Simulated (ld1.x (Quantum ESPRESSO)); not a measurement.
silicon (Si): excitation energies, all-electron against TM

silicon, norm-conserving Troullier–Martins (Kleinman–Bylander form), made with ld1.x (Quantum ESPRESSO) 7.5 (LDA (PZ), scalar-relativistic). Core [Ne], reference 3s2 3p2. Waves: 3p (bound): rc 1.45 bohr; 3s (bound): rc 1.20 bohr. Local part: the s channel. Core correction: none.

Energies are relative to the spin-unpolarised reference configuration 3s2 3p2; without spin polarisation the order of configurations can differ from experiment. Spin-polarised rows fill each open shell by Hund’s rule, majority spin first.

```csv
valence configuration,charge,ΔE all-electron (eV),error AE − PS (meV)
3s2 3p1,+1,7.829,+7.0
3s2 3p0,+2,23.943,+51
3s1 3p0,+3,58.088,+241
3s2 3p2.3,-0.3,-0.957,+0.2
3s1 3p2,+1,15.242,+24
3s0 3p4,0,13.779,+48
3s2 3p1 (spin-polarised),+1,7.624,+24
```

(1) What are ΔE and the potential's error for 3s2 3p2 (spin-polarised)?

(2) What are ΔE and the potential's error for 3s1 3p3?

Levels in the configuration 3s1 3p3:

```tsv
level	all-electron (eV)	pseudo (eV)
3s	-11.639	-11.613
3p	-4.746	-4.740
```

## Answers

(1) ΔE = -0.611 eV all-electron; the error (AE − PS) is +41 meV.

(2) ΔE = 6.807 eV all-electron; the error (AE − PS) is +9.5 meV.
